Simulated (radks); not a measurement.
The numbers below are computed, except where a source is named.
How relativity changes the ionisation of neutral oxygen ([He] 2s2 2p4) to O+ ([He] 2s2 2p3). Spin-unpolarised spherical Kohn-Sham, PBE, point nucleus unless stated (finite: rms radius 2.6991 fm), a radial shooting solver on a logarithmic mesh with Libxc functionals. A level marked "c x" has the speed of light scaled by that factor and shares open shells by 2j + 1; other Dirac levels either fill j = l - 1/2 first or share by 2j + 1.

| level | E(O) (hartree) | E(O+) (hartree) | IE (eV) | HOMO | <r> HOMO (bohr) |
|---|---|---|---|---|---|
| non-rel. | -74.94519 | -74.34108 | 16.439 | 2p | 1.266 |
| scalar-rel. | -75.00183 | -74.39802 | 16.431 | 2p | 1.266 |
| scalar-rel., finite nucleus | -75.00182 | -74.39801 | 16.431 | 2p | 1.266 |
| Dirac, 2j+1 shares | -75.00184 | -74.39802 | 16.431 | 2p3/2 | 1.266 |
| Dirac, low j first | -75.00273 | -74.39964 | 16.411 | 2p3/2 | 1.267 |
| Dirac, 2j+1 shares, finite nucleus | -75.00183 | -74.39801 | 16.431 | 2p3/2 | 1.266 |
| Dirac, c x 0.75 | -75.04603 | -74.44245 | 16.424 | 2p3/2 | 1.267 |
| Dirac, c x 2 | -74.95934 | -74.35530 | 16.437 | 2p3/2 | 1.266 |
| Dirac, c x 100 | -74.94520 | -74.34108 | 16.439 | 2p3/2 | 1.266 |

NIST Atomic Spectra Database: 13.618 eV (measured). The relativistic part of the total energy of O is -0.05663 hartree (Dirac, 2j+1 shares, finite nucleus), 0.076 % of the non-relativistic value. Spin polarisation and multiplet splitting of open shells are left out at every level.

Beside tabulated values, note that spin-unpolarised runs miss the spin-polarisation part of the exchange energy of open shells.
